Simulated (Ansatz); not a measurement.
`BS` + `OBF` → `BOBF` + H₂S at 298.15 K and 1 bar (ligand exchange at a B–S bond).

Gas-phase electronic energies from Ansatz, PBE0-D4/def2-TZVP geometries. CBS: MP2 limit from def2 TZ/QZ plus the TZ coupled-cluster correction, frozen cores. This one scheme is used for every species. Each species was taken in one conformer, which may not be the lowest.

```
species  CCSD(T)/CBS energy (Eh)  H − E (kJ/mol)  S (J/(mol·K))
   `BS`               -424.38198            90.6          245.0
  `OBF`               -201.07426            91.0          252.9
 `BOBF`               -226.48924           124.6          290.2
    H₂S               -398.97279            49.9          205.7
```

H − E and S are ideal-gas, rigid-rotor, harmonic terms from PBE0-D4/def2-TZVP, for one conformer and one mirror image of each species. 1 Eh = 2625.50 kJ/mol, R = 8.31446 J/(mol·K).

Question: By hand: ΔE, ΔH, ΔS and ΔG.

Answer: ΔE = (-226.48924) + (-398.97279) − (-424.38198) − (-201.07426) = -0.00579 Eh = -15.2 kJ/mol. Δ(H − E) = 124.6 + 49.9 − 90.6 − 91.0 = -7.1, so ΔH = -22.3 kJ/mol. ΔS = 290.2 + 205.7 − 245.0 − 252.9 = -2.0 J/(mol·K). ΔG = -22.3 − 298.15 × (-2.0)/1000 = -21.7 kJ/mol.

Question: By hand: the equilibrium constant, and the temperature at which ΔG would vanish if ΔH and ΔS stayed fixed.

Answer: log₁₀ K = −ΔG/(RT ln 10) = 3.8. ΔG = 0 at ΔH/ΔS = 11150 K, far beyond where these terms or the molecules hold.

The number of gas molecules stays the same, so ΔS is small and ΔH decides. A doubt of 5 kJ/mol in ΔE shifts log₁₀ K by 0.9 here. Other conformers and mirror images would add mixing entropy, several J/(mol·K) or more a flexible species. These are equilibria of isolated gas molecules and say nothing of rates. Largest T1 diagnostic: 0.015 (customary marks: 0.02 for closed shells, 0.045 for open ones).
